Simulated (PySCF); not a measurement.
**W⁶⁶⁺ (tungsten, charge +66) across methods**

[He] 2s2 2p4, high-spin 3P determinant. Computed with PySCF 2.14 in an even-tempered Gaussian basis (18 s from 43 bohr⁻², ratio 2.2; 13 p from 56 bohr⁻², ratio 2.2; 5 d from 220 bohr⁻², ratio 2.4; 5 f from 330 bohr⁻², ratio 2.4; 4 g from 490 bohr⁻², ratio 2.4), with the spin-free X2C one-electron Hamiltonian (Gaussian nucleus).

```tsv
method	E (hartree)	mean ε 2s β (eV)	mean ε 2p α (eV)	mean ε 2p β (eV)	Σ⟨r²⟩ (bohr²)	⟨S²⟩
PBE	-9868.43	-17906.5	-16604.8	-16547.8	0.03581	2.000
PBE0	-9868.29	-17944.2	-16648.8	-16588.6	0.03580	2.000
LDA	-9858.51	-17893.9	-16598.3	-16533.8	0.03583	2.000
TPSSh	-9868.95	-17927.8	-16626.4	-16573.6	0.03580	2.000
r2SCAN	-9868.68	-17919.1	-16626.4	-16565.8	0.03579	2.000
UHF	-9867.60409	-18055.3	-16779.4	-16709.1	0.03578	2.000
B3LYP	-9868.31	-17937.2	-16641.0	-16581.1	0.03580	2.000
```

Spin-orbit coupling is strong in this species (close to jj coupling), so the high-spin LS determinant is a model state, not a physical level.
